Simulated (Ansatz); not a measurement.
A short molecular-dynamics run on `[OH][Zn-]1[O]C(C(F)(F)F)=CC(C(F)(F)F)=[O+]1`.

```yaml
crystal:
  periodic: [false, false, false]
  atoms:
    - {symbol: O, position_ang: [-2.213081, -1.575763, 3.161475]}
    - {symbol: Zn, position_ang: [-1.276795, -0.890106, 1.804639]}
    - {symbol: O, position_ang: [-1.589892, 0.572800, 0.576533]}
    - {symbol: C, position_ang: [-0.799041, 0.921026, -0.337449]}
    - {symbol: C, position_ang: [-1.315346, 2.116738, -1.155089]}
    - {symbol: F, position_ang: [-2.476831, 1.805883, -1.724447]}
    - {symbol: F, position_ang: [-0.466739, 2.478954, -2.116182]}
    - {symbol: F, position_ang: [-1.505319, 3.162504, -0.355276]}
    - {symbol: C, position_ang: [0.428169, 0.365093, -0.666252]}
    - {symbol: C, position_ang: [0.961344, -0.721479, 0.026862]}
    - {symbol: C, position_ang: [2.333335, -1.233184, -0.458493]}
    - {symbol: F, position_ang: [2.246578, -1.638958, -1.728291]}
    - {symbol: F, position_ang: [2.765275, -2.241314, 0.276065]}
    - {symbol: F, position_ang: [3.236231, -0.250364, -0.404553]}
    - {symbol: O, position_ang: [0.465183, -1.338268, 0.995125]}
    - {symbol: H, position_ang: [-1.784453, -2.318366, 3.590705]}
    - {symbol: H, position_ang: [0.991401, 0.784804, -1.485382]}
basis:
  gaussian: {orbitals: "6-31G*"}
hamiltonian: {xc: {name: r2SCAN}}
md: {timestep: 2 fs, n_steps: 30, ensemble: nvt_langevin, temperature: 700, initial_velocities: maxwell_boltzmann, friction: 0.01, seed: 935}
```

```sh
$ ansatz run in.yaml --threads 11 --pin off --events-out ev --progress --plain --max-ram 110592MiB --backend cuda --devices 0, --max-vram 75GiB
```

```
step  time (fs)  potential energy (eV)  kinetic (eV)  T (K)  conserved (eV)
   0        0.0            -76059.5205        1.4477    659               –
   1        2.0            -76059.2425        1.2218    556               –
   2        4.0            -76058.9319        0.9185    418               –
   3        6.0            -76058.6978        0.7719    351               –
   4        8.0            -76058.8076        0.8289    377               –
   5       10.0            -76058.9904        1.0521    479               –
   6       12.0            -76058.9910        1.0642    484               –
   7       14.0            -76058.9262        0.9678    440               –
   8       16.0            -76058.7547        0.8402    382               –
   9       18.0            -76058.6903        0.8726    397               –
  10       20.0            -76058.7372        0.9608    437               –
  11       22.0            -76058.7219        1.0540    480               –
  12       24.0            -76058.7397        1.1403    519               –
  13       26.0            -76058.6569        1.0958    499               –
  14       28.0            -76058.7099        1.0692    487               –
  15       30.0            -76058.6692        1.1148    507               –
  16       32.0            -76058.5795        1.1280    513               –
  17       34.0            -76058.3805        1.0382    472               –
  18       36.0            -76058.3044        1.0711    487               –
  19       38.0            -76058.4653        1.2071    549               –
  20       40.0            -76058.6406        1.4315    651               –
  21       42.0            -76058.7890        1.4406    656               –
  22       44.0            -76058.6208        1.2671    577               –
  23       46.0            -76058.3042        1.0493    478               –
  24       48.0            -76058.2891        1.0603    483               –
  25       50.0            -76058.3666        1.2072    549               –
  26       52.0            -76058.5521        1.3628    620               –
  27       54.0            -76058.5292        1.4888    678               –
  28       56.0            -76058.3843        1.2170    554               –
  29       58.0            -76058.3121        1.1575    527               –
  30       60.0            -76058.1384        1.1269    513               –
```

Velocities are drawn at the set temperature; a run this short doesn't reach equilibrium.

Frames (Å, forces in eV/Å):

```xyz
17
time=0.0 fs
O    -2.213   -1.576    3.161    0.062    0.629   -0.670
Zn   -1.277   -0.890    1.805    0.006    0.008   -0.013
O    -1.590    0.573    0.577   -0.675   -0.579    1.058
C    -0.799    0.921   -0.337    0.252    0.477   -0.650
C    -1.315    2.117   -1.155    0.187   -0.435    0.296
F    -2.477    1.806   -1.724   -0.589   -0.199   -0.238
F    -0.467    2.479   -2.116    0.492    0.158   -0.507
F    -1.505    3.163   -0.355   -0.101    0.482    0.449
C     0.428    0.365   -0.666    0.161    0.052   -0.169
C     0.961   -0.721    0.027    0.600    0.219   -0.634
C     2.333   -1.233   -0.458   -0.467    0.169    0.162
F     2.247   -1.639   -1.728   -0.098   -0.155   -0.632
F     2.765   -2.241    0.276    0.178   -0.546    0.442
F     3.236   -0.250   -0.405    0.391    0.532    0.019
O     0.465   -1.338    0.995   -0.741   -0.523    1.047
H    -1.784   -2.318    3.591    0.249   -0.346    0.165
H     0.991    0.785   -1.485    0.092    0.058   -0.123
17
time=6.0 fs
O    -2.210   -1.606    3.159   -0.189    1.261   -1.150
Zn   -1.272   -0.890    1.810   -0.482    0.224    0.021
O    -1.609    0.597    0.606    1.159    0.526   -0.936
C    -0.776    0.969   -0.346   -0.352   -2.838    3.075
C    -1.238    2.093   -1.132   -3.043    2.249    0.412
F    -2.418    1.778   -1.690   -0.807   -0.487   -0.071
F    -0.480    2.458   -2.099    2.418    0.563   -2.065
F    -1.475    3.215   -0.381    0.322   -0.648    0.298
C     0.424    0.340   -0.652   -0.040    2.422   -2.776
C     0.949   -0.709    0.056    2.489    0.693   -3.350
C     2.349   -1.183   -0.468   -2.941   -4.503    0.394
F     2.207   -1.628   -1.767    0.209    0.606    0.742
F     2.774   -2.288    0.260   -0.354    1.207   -0.617
F     3.202   -0.267   -0.392    2.815    2.727   -0.075
O     0.415   -1.314    0.946   -1.548   -2.535    3.912
H    -1.737   -2.306    3.580    0.620   -0.980    0.596
H     0.916    0.701   -1.613   -0.278   -0.487    1.589
17
time=12.0 fs
O    -2.189   -1.621    3.166    0.963   -0.477   -0.134
Zn   -1.261   -0.889    1.814   -0.645    0.100    0.265
O    -1.609    0.631    0.630    0.516   -0.135    0.454
C    -0.775    0.961   -0.275   -0.006   -0.434    0.406
C    -1.232    2.113   -1.098   -0.776    1.445   -0.015
F    -2.359    1.740   -1.651   -2.276   -0.568   -0.537
F    -0.467    2.457   -2.106    1.935    0.133   -1.095
F    -1.450    3.249   -0.407    0.001   -0.226    0.712
C     0.406    0.357   -0.682    0.158   -1.103    1.647
C     0.990   -0.699    0.018   -2.864   -1.471    1.382
C     2.319   -1.232   -0.463    0.304   -0.948   -0.485
F     2.173   -1.601   -1.791    0.328    0.348    1.179
F     2.780   -2.305    0.227   -0.493    0.931   -0.527
F     3.212   -0.235   -0.383    0.299   -0.180   -0.201
O     0.354   -1.348    0.964    2.184    0.656   -1.090
H    -1.662   -2.369    3.551   -0.616    0.798   -0.389
H     0.844    0.602   -1.588    0.989    1.134   -1.571
17
time=18.0 fs
O    -2.164   -1.622    3.173    0.864   -0.602    0.024
Zn   -1.247   -0.889    1.821   -0.800    0.077    0.452
O    -1.602    0.666    0.674   -0.329   -1.125    1.826
C    -0.775    0.935   -0.211    1.369    2.066   -2.785
C    -1.255    2.154   -1.061    2.058   -1.130   -1.277
F    -2.339    1.698   -1.632   -2.279    0.034   -0.516
F    -0.423    2.452   -2.119    0.237   -0.081    0.532
F    -1.435    3.277   -0.421   -0.587    0.717    0.983
C     0.417    0.352   -0.716    0.426   -0.842    0.608
C     0.965   -0.734    0.005   -2.049   -0.975    0.919
C     2.299   -1.310   -0.466    0.308    3.917   -0.960
F     2.140   -1.562   -1.791    0.610   -0.395    0.515
F     2.779   -2.306    0.185    0.362   -1.102    0.465
F     3.233   -0.192   -0.371   -1.350   -2.150   -0.214
O     0.327   -1.375    0.970    2.333    0.876   -1.671
H    -1.647   -2.385    3.548   -0.641    0.894   -0.430
H     0.891    0.711   -1.675   -0.531   -0.178    1.529
17
time=24.0 fs
O    -2.123   -1.608    3.181   -0.226    0.804   -0.491
Zn   -1.232   -0.888    1.823   -0.927    0.241    0.474
O    -1.604    0.673    0.743    2.349   -0.008   -1.594
C    -0.737    0.960   -0.224   -0.850    0.193    0.753
C    -1.238    2.167   -1.047    0.841   -0.822   -2.060
F    -2.369    1.648   -1.621    0.182    1.237    0.422
F    -0.371    2.436   -2.137   -1.074   -0.109    1.582
F    -1.433    3.326   -0.413   -0.299   -0.889   -0.189
C     0.435    0.314   -0.719   -1.824    0.468    1.688
C     0.893   -0.815    0.013    2.298    1.717   -2.369
C     2.304   -1.299   -0.484   -0.196    2.939    0.594
F     2.124   -1.517   -1.785    0.795   -0.566   -0.485
F     2.795   -2.328    0.155    0.217   -0.443   -0.019
F     3.232   -0.190   -0.355   -1.604   -2.144   -0.235
O     0.346   -1.387    0.954   -0.150   -1.386    1.321
H    -1.752   -2.406    3.549    0.359   -0.570    0.191
H     0.941    0.835   -1.539    0.110   -0.661    0.416
17
time=30.0 fs
O    -2.063   -1.595    3.180   -0.828    1.886   -0.464
Zn   -1.221   -0.883    1.817   -0.433    0.207    0.119
O    -1.569    0.676    0.772    2.280    0.639   -2.384
C    -0.726    0.984   -0.228   -1.122   -0.629    1.976
C    -1.188    2.169   -1.082   -1.297   -0.116   -0.172
F    -2.391    1.615   -1.594    1.531    1.736    0.340
F    -0.338    2.414   -2.122   -0.988    0.079    0.931
F    -1.433    3.364   -0.415    0.252   -2.202   -1.187
C     0.417    0.288   -0.665   -1.537    0.027    1.086
C     0.881   -0.877   -0.031    1.172    2.146    0.720
C     2.308   -1.212   -0.483    0.299   -2.891    0.832
F     2.126   -1.497   -1.783    0.936    0.003   -0.518
F     2.829   -2.371    0.144   -0.966    2.076   -0.964
F     3.207   -0.231   -0.324   -0.521   -0.263   -0.153
O     0.377   -1.431    0.965    0.139   -1.252    0.240
H    -1.821   -2.438    3.490    0.681   -1.804    0.546
H     1.032    0.740   -1.395    0.403    0.358   -0.945
17
time=36.0 fs
O    -2.014   -1.571    3.172   -0.528   -1.380    1.048
Zn   -1.209   -0.873    1.812    0.451    0.027   -0.525
O    -1.481    0.688    0.759   -1.220   -0.090    1.239
C    -0.745    0.976   -0.199    0.777    1.531   -1.174
C    -1.171    2.178   -1.118   -1.765   -0.801    2.265
F    -2.385    1.608   -1.558    1.280    1.718   -0.428
F    -0.309    2.403   -2.089   -0.437    0.244   -0.458
F    -1.427    3.373   -0.449    0.227   -1.941   -1.151
C     0.363    0.288   -0.613    3.140   -0.815   -2.336
C     0.901   -0.882   -0.076   -1.699    0.323    4.991
C     2.307   -1.194   -0.462   -0.114   -5.221   -1.065
F     2.157   -1.480   -1.797    0.749    0.084   -0.126
F     2.855   -2.386    0.119   -1.452    2.200   -0.730
F     3.183   -0.283   -0.305    1.328    2.068    0.389
O     0.413   -1.503    0.983    0.881    0.513   -2.219
H    -1.871   -2.533    3.374   -0.012    1.239   -0.376
H     1.085    0.630   -1.416   -1.607    0.302    0.657
17
time=42.0 fs
O    -1.962   -1.572    3.181   -0.392   -1.501    0.487
Zn   -1.193   -0.857    1.801    0.606    0.107   -0.511
O    -1.409    0.701    0.764   -3.411   -0.329    3.871
C    -0.743    1.006   -0.200    3.041    0.038   -1.902
C    -1.195    2.170   -1.083    0.435   -0.415    0.500
F    -2.353    1.628   -1.532   -0.199    1.080   -0.939
F    -0.287    2.392   -2.060   -0.817   -0.053   -0.247
F    -1.413    3.360   -0.498   -0.276   -0.719    0.033
C     0.351    0.257   -0.599    0.556    0.239   -0.962
C     0.886   -0.887   -0.007    0.946    0.091    0.811
C     2.291   -1.298   -0.468    0.288    0.758   -1.232
F     2.193   -1.455   -1.808    0.206   -0.625   -0.410
F     2.858   -2.359    0.086   -0.806   -0.546    0.150
F     3.167   -0.300   -0.287    0.131    0.808    0.331
O     0.461   -1.568    0.965   -1.141   -0.021    0.604
H    -1.865   -2.560    3.148   -0.091    1.119    0.204
H     0.846    0.679   -1.433    0.924   -0.031   -0.786
17
time=48.0 fs
O    -1.922   -1.609    3.185   -0.198    0.614   -0.002
Zn   -1.173   -0.844    1.789    0.096    0.249    0.074
O    -1.405    0.712    0.816    0.178    0.803   -0.633
C    -0.674    1.024   -0.231   -1.153   -1.494    3.765
C    -1.219    2.151   -1.023    2.769    0.198   -2.146
F    -2.314    1.661   -1.531   -1.824   -0.038   -1.141
F    -0.270    2.389   -2.032   -0.926   -0.201   -0.015
F    -1.423    3.342   -0.535   -0.548    0.595    1.464
C     0.377    0.261   -0.625    1.257    0.159   -0.948
C     0.911   -0.884    0.078    1.843    0.595   -3.646
C     2.280   -1.382   -0.506   -0.565    5.838   -0.036
F     2.208   -1.438   -1.819   -0.060   -1.151   -1.368
F     2.840   -2.349    0.057    0.650   -3.836    1.176
F     3.146   -0.315   -0.260   -0.150    0.269   -0.025
O     0.490   -1.617    0.958   -1.987   -0.531    2.426
H    -1.765   -2.535    3.030    0.025   -1.116    0.311
H     0.818    0.688   -1.544    0.592   -0.954    0.744
17
time=54.0 fs
O    -1.875   -1.661    3.204    0.179    0.922   -0.800
Zn   -1.153   -0.821    1.775   -0.255   -0.791    1.236
O    -1.397    0.742    0.866    1.279    0.656   -1.310
C    -0.632    1.007   -0.172   -1.332   -0.048    1.192
C    -1.180    2.138   -1.012    0.951    0.436   -1.713
F    -2.315    1.701   -1.546   -0.702   -0.547   -0.550
F    -0.265    2.376   -1.995   -0.090   -0.279   -0.532
F    -1.438    3.341   -0.545   -0.064    0.399    1.701
C     0.438    0.275   -0.655    1.436   -1.406    0.481
C     0.977   -0.871    0.085   -2.335   -1.085   -0.987
C     2.261   -1.317   -0.542    2.307   -0.297    2.211
F     2.228   -1.444   -1.848   -0.230   -0.515   -1.025
F     2.825   -2.405    0.045   -0.998   -0.055   -0.697
F     3.128   -0.326   -0.239    0.553    0.846   -0.278
O     0.474   -1.660    0.976    0.404    2.157   -0.904
H    -1.670   -2.573    3.002    0.051   -0.896    0.283
H     1.012    0.435   -1.630   -1.153    0.504    1.694
17
time=60.0 fs
O    -1.825   -1.700    3.206    0.471   -0.450   -1.069
Zn   -1.138   -0.794    1.760   -0.373   -1.991    2.027
O    -1.366    0.791    0.888   -0.898   -0.139    1.800
C    -0.634    0.999   -0.078    2.624    0.595   -5.022
C    -1.121    2.130   -1.041   -2.758    0.584    1.540
F    -2.332    1.737   -1.567    0.889   -0.603   -0.108
F    -0.259    2.356   -1.963    1.617    0.046   -2.199
F    -1.436    3.343   -0.519    0.591   -0.437    0.971
C     0.510    0.248   -0.642   -3.788   -0.470    5.603
C     0.990   -0.882    0.058   -2.117   -1.263    0.057
C     2.292   -1.274   -0.541    1.173   -4.039    0.796
F     2.249   -1.476   -1.887    0.008    0.374    0.709
F     2.802   -2.467    0.026   -0.895    1.718   -0.936
F     3.124   -0.320   -0.234    1.637    1.226   -0.197
O     0.456   -1.637    0.977    0.811    1.925   -1.231
H    -1.626   -2.675    3.149   -0.133    1.302    0.012
H     1.024    0.377   -1.503    1.141    1.622   -2.753
```

It took 37 s on 11 threads of an AMD EPYC 7R13 on a shared host and a whole NVIDIA H100 80 GB, with 0.97 GiB of host memory at the peak.
